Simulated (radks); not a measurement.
Species: Cs IV. Configuration: [Kr] 4d10 5s2 5p4.

Calculated with a radial shooting solver on a logarithmic mesh with Libxc functionals: Dirac Kohn-Sham, BLYP, spin-unpolarised, spherical densities, point nucleus; open shells are shared between the two j in proportion to 2j + 1.

Energy parts (hartree):
| part | energy |
|---|---|
| total | -7788.7232 |
| kinetic | 8295.3752 |
| electron-nucleus | -18883.5032 |
| Hartree | 2991.8767 |
| exchange-correlation | -192.4719 |

Orbitals (lengths in bohr, moments of r in powers of bohr; <r^-3> diverges for s and p1/2; r(90%) holds 90 % of the orbital's charge):
orbital,occ.,eigenvalue (hartree),<r>,<r^-3>,r(90%),small-component weight
1s1/2,2,-1315.889,0.02611,-,0.0470,4.12e-02
2s1/2,2,-207.2628,0.1117,-,0.173,8.87e-03
2p1/2,2,-195.0619,0.09402,-,0.154,8.90e-03
2p3/2,4,-182.1097,0.09991,5926,0.162,8.41e-03
3s1/2,2,-43.94803,0.2987,-,0.439,2.66e-03
3p1/2,2,-38.85168,0.2887,-,0.434,2.60e-03
3p3/2,4,-36.37002,0.3005,1163,0.451,2.47e-03
3d3/2,4,-27.41238,0.2714,188.0,0.426,2.35e-03
3d5/2,6,-26.88541,0.2751,172.7,0.431,2.31e-03
4s1/2,2,-9.16679,0.6943,-,1.000,7.90e-04
4p1/2,2,-7.33752,0.7200,-,1.05,7.27e-04
4p3/2,4,-6.82936,0.7475,238.6,1.09,6.85e-04
4d3/2,4,-3.85358,0.8282,30.79,1.25,5.44e-04
4d5/2,6,-3.76901,0.8384,28.04,1.27,5.33e-04
5s1/2,2,-1.97789,1.671,-,2.39,1.70e-04
5p1/2,1.33333,-1.49735,1.872,-,2.71,1.36e-04
5p3/2,2.66667,-1.42393,1.943,34.46,2.81,1.27e-04

The highest occupied level is 5p3/2 at -38.747 eV. Summed over all electrons, <r^2> = 37.56 bohr^2, which gives a Langevin (diamagnetic) susceptibility term of -29.8 x 10^-6 cm^3/mol.
